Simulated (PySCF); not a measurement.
Problem. What does the PBE0-D3(BJ)/def2-SVP structure of InChI=1S/BH8NSi2/c2-4-1-3/h1H,2,4H2,3H3 look like in three dimensions?

Solution. 
```
atom  x, y, z in Å
N1     1.7732    0.6872    0.2049
Si2    1.1948   -0.9372   -0.0191
B3    -0.8122   -0.9667   -0.0680
Si4   -1.8753    0.7395    0.0048
H5     2.7498    0.8500    0.4241
H6     1.4265    1.4131   -0.4137
H7     1.7122   -1.7555    1.1257
H8     1.6703   -1.6423   -1.2692
H9    -1.3802   -2.0354   -0.0726
H10   -1.9692    1.0799    1.4651
H11   -3.2668    0.6555   -0.5401
H12   -1.1839    1.8835   -0.6737
```

Any rigid rotation of these coordinates is as good. Atoms count from 1 in this order. Of the pairs four or more bonds apart, Si4···H6 is among the closest relative to their van der Waals radii: 3.40 Å, 103 % of the sum of Bondi's values. B3 (three-coordinate boron) is planar (angles 121.0°, 120.1° and 118.8°, sum 359.9°, 0.03 Å off the plane of its three neighbours). Si2 (SiH2 silicon) is distorted tetrahedral (angles from 105.6° to 115.9°). Si4 (SiH3 silicon) is distorted tetrahedral (angles from 105.1° to 115.5°).

Bonds between heavy atoms (Å): N1–Si2 1.739, Si2–B3 2.008, B3–Si4 2.012.

Method: PBE0-D3(BJ)/def2-SVP geometry optimisation, gas phase in PySCF.

No PBE0-D3(BJ)/def2-SVP frequencies stand behind this structure, so it isn't proved a minimum. The numbers are those of one conformer (H–N1–Si2–B3 169° and -52°, N1–Si2–B3–Si4 4°).
